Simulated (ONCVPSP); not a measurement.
## u(r) = r·R(r): atom against pseudo-atom (Be)

Columns: radius, all-electron u(r) and pseudo u(r) of the 2s shell (level -9.53 eV) of beryllium in the configuration [He] 2s1.5; PW91, scalar-relativistic, ONCV scheme, ONCVPSP 4.0.1.

```json
{"r (bohr)": "0.093", "all-electron": "-0.2024", "pseudo": "0.0251"}
{"r (bohr)": "0.185", "all-electron": "-0.2691", "pseudo": "0.0517"}
{"r (bohr)": "0.278", "all-electron": "-0.2579", "pseudo": "0.0812"}
{"r (bohr)": "0.370", "all-electron": "-0.2031", "pseudo": "0.1127"}
{"r (bohr)": "0.463", "all-electron": "-0.1241", "pseudo": "0.1460"}
{"r (bohr)": "0.555", "all-electron": "-0.0356", "pseudo": "0.1797"}
{"r (bohr)": "0.648", "all-electron": "0.0563", "pseudo": "0.2150"}
{"r (bohr)": "0.740", "all-electron": "0.1447", "pseudo": "0.2523"}
{"r (bohr)": "0.833", "all-electron": "0.2286", "pseudo": "0.2940"}
{"r (bohr)": "0.925", "all-electron": "0.3044", "pseudo": "0.3397"}
{"r (bohr)": "1.018", "all-electron": "0.3731", "pseudo": "0.3892"}
{"r (bohr)": "1.110", "all-electron": "0.4330", "pseudo": "0.4392"}
{"r (bohr)": "1.203", "all-electron": "0.4860", "pseudo": "0.4878"}
{"r (bohr)": "1.295", "all-electron": "0.5311", "pseudo": "0.5314"}
{"r (bohr)": "1.388", "all-electron": "0.5693", "pseudo": "0.5693"}
{"r (bohr)": "1.480", "all-electron": "0.6002", "pseudo": "0.6002"}
{"r (bohr)": "1.573", "all-electron": "0.6247", "pseudo": "0.6247"}
{"r (bohr)": "1.665", "all-electron": "0.6428", "pseudo": "0.6428"}
{"r (bohr)": "1.758", "all-electron": "0.6555", "pseudo": "0.6555"}
{"r (bohr)": "1.850", "all-electron": "0.6630", "pseudo": "0.6630"}
{"r (bohr)": "1.943", "all-electron": "0.6660", "pseudo": "0.6660"}
{"r (bohr)": "2.035", "all-electron": "0.6649", "pseudo": "0.6649"}
{"r (bohr)": "2.128", "all-electron": "0.6602", "pseudo": "0.6602"}
{"r (bohr)": "2.220", "all-electron": "0.6525", "pseudo": "0.6525"}
{"r (bohr)": "2.313", "all-electron": "0.6419", "pseudo": "0.6419"}
{"r (bohr)": "2.405", "all-electron": "0.6293", "pseudo": "0.6293"}
```

(1) How many radial nodes do the two functions have?

(2) Where does each function peak?

(3) Is the pseudo-wave norm-conserving?

Answers

(1) The all-electron 2s function has n − l − 1 = 1; the pseudo-wave has 0, since the states of the same l below it are removed with the core.

(2) Outermost all-electron maximum near 1.94 bohr, pseudo maximum near 1.94 bohr (to the table’s step).

(3) Yes: the ONCV scheme keeps the norm inside the radius equal to the all-electron one, which fixes the energy derivative of the logarithmic derivative at the level.
